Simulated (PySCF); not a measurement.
C2H6F2GeSi, SMILES C(=[CH]\[GeH3])/[SiH](F)F, PBE0/def2-SVP optimised geometry.

```
12

Si    -0.20     2.26     0.00
F     -1.81     2.16     0.05
F      0.26     3.04     1.34
C      0.47     0.54    -0.01
C     -0.34    -0.53     0.00
Ge     0.27    -2.38     0.00
H      0.19     3.11    -1.15
H      1.56     0.39    -0.02
H     -1.43    -0.36     0.01
H      1.81    -2.38     0.00
H     -0.25    -3.11     1.25
H     -0.25    -3.11    -1.25
```

Density from PBE0/def2-TZVP (PySCF 2.14.0) at that geometry.

Minimum of the electron density along straight lines between bonded atoms, close to the bond critical point (lines longer than 1.1 times the sum of covalent radii, or with two minima, are not listed):

```
bond     length / Å  ρ at the minimum / e bohr⁻³  ∇²ρ there / e bohr⁻⁵  position (fraction from the first atom)
-------  ----------  ---------------------------  --------------------  ---------------------------------------
Si1–F2        1.617                        0.133                  0.91                                     0.42
Si1–F3        1.616                        0.134                  0.92                                     0.42
Si1–C4        1.849                        0.130                  0.20                                     0.39
C4–C5         1.344                        0.340                 -1.00                                     0.50
C5–Ge6        1.948                        0.129                  0.13                                     0.53
Si1–H7        1.481                        0.128                  0.13                                     0.49
C4–H8         1.099                        0.273                 -0.93                                     0.65
C5–H9         1.099                        0.277                 -0.96                                     0.65
Ge6–H10       1.538                        0.133                  0.06                                     0.59
Ge6–H11       1.539                        0.133                  0.05                                     0.59
Ge6–H12       1.540                        0.133                  0.06                                     0.59
```
